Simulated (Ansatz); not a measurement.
# Cost against result

Saddle point of AlPH5Br, closed shell (AlH₂Br ([AlH2][Br]) + PH₃ → AlPH₄ ([AlH2][PH2]) + HBr (still joined by a long Al–Br bond); bonds formed: Br2–H5; bonds broken: H5–P6; bonds weakened to dative contacts: Al1–Br2), PBE0-D4/def2-TZVP structure:

```
8
angstrom
Al -0.9003 -0.6376 -0.4218
Br 1.1059 0.4096 -1.9272
H -0.6353 -2.1836 -0.6130
H -2.1388 0.1670 -0.9836
H 0.9759 0.5584 -0.4347
P -0.0028 0.2499 1.5928
H 0.2439 1.6048 1.2532
H 1.3517 -0.1683 1.5344
```

Barriers are electronic and count from the start structure reached by relaxing down the imaginary mode.

Program: Ansatz 0.2.0. Basis: as named in each row. Cores are frozen in the correlated methods. Filled d shells of the heavier atoms are correlated. The def2 sets are not built for correlating such inner shells, so the correlated values are less sure here. B3LYP uses VWN-RPA correlation. Extrapolation: Hartree–Fock as exp(−7.88 √X), correlation as X^−2.97.

Times are rough, for one single point on 4 threads of a shared host (Intel Xeon).

The estimate by CCSD(T) at an estimated basis limit (MP2 extrapolated from triple and quadruple zeta, plus CCSD(T) − MP2 in triple zeta) is 42.06 kcal/mol.

```csv
method,basis,time (s),barrier (kcal/mol),method less estimate
HF,STO-3G,under 1,73.96,31.90
PBE-D4,STO-3G,under 1,50.34,8.28
SPW92,def2-SVP,1,32.33,-9.73
PBE-D4,def2-SVP,1,34.89,-7.17
B3LYP-D4,6-31G,2,41.46,-0.60
PBE0-D4,def2-SVP,2,39.55,-2.51
SPW92,def2-TZVPP,4,32.37,-9.69
PBE-D4,def2-TZVPP,5,34.93,-7.13
CCSD(T),def2-SVP,5,44.20,2.14
BLYP-D4,def2-TZVPP,5,37.66,-4.40
wB97M-V,def2-SVP,6,41.49,-0.57
BHLYP-D4,def2-TZVPP,6,46.33,4.27
PBE0-D4,def2-TZVPP,7,39.24,-2.82
B3LYP-D4,def2-TZVPP,7,41.05,-1.01
r2SCAN-D4,def2-TZVPP,8,39.12,-2.94
CAM-B3LYP-D4,def2-TZVPP,8,43.33,1.27
RPA on PBE,def2-TZVPP,8,40.47,-1.59
r2SCAN0-D4,def2-TZVPP,8,41.81,-0.26
B2PLYP,def2-TZVPP,11,42.32,0.26
PBE-QIDH,def2-TZVPP,11,42.56,0.50
wB97X-V,def2-TZVPP,13,43.71,1.65
wB97M-V,def2-TZVPP,13,41.60,-0.46
B97M-V,def2-TZVPP,14,39.09,-2.97
MP2,def2-QZVPP,35,42.40,0.34
CCSD(T),def2-TZVPP,72,41.72,-0.34
```

All methods are single points on the PBE0-D4 structures.

No T1 diagnostic of these runs exceeds 0.011.

Labels in which every atom is bracketed show which atoms are joined, not bond orders.
